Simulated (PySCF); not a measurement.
CHNO, SMILES C(=O)=N (connectivity only; charge and spin as stated), charge +1, multiplicity 2. Atoms are numbered in the order given.

```xyz
4

N     -0.1341    -1.1864     0.0000
C      0.0289     0.0775     0.0000
O      0.0112     1.2084     0.0000
H      0.6754    -1.8284     0.0000
```
Charge +1, spin multiplicity 2.

The structure is a stationary point at ωB97X-D3(BJ)/def2-TZVP. The multiplicity is an assumed one; other spin states were not compared.

Method: B3LYP/pcH-1 run with PySCF.

Unrestricted Kohn–Sham, ⟨S²⟩ = 0.764. Hyperfine tensors hold the contact and dipolar terms, without spin-orbit corrections.

Computed hyperfine couplings:
```tsv
nucleus	A(iso) (MHz)	A(iso) (G)	dipolar principal values (MHz)
14N no. 1	32.4	11.6	-38.9, -37.8, 76.7
13C no. 2	-66.0	-23.5	-20.5, -4.8, 25.3
17O no. 3	-18.6	-6.6	-102.7, 49.9, 52.8
1H no. 4	-55.7	-19.9	-42.5, -11.4, 53.9
```

Task: And the g tensor (effective nuclear charges for spin-orbit coupling, GIAO)? (An estimate is asked for; the answer gives what the named calculation found.)

Result: principal values 2.0022, 2.0049, 2.0223; isotropic 2.0098.
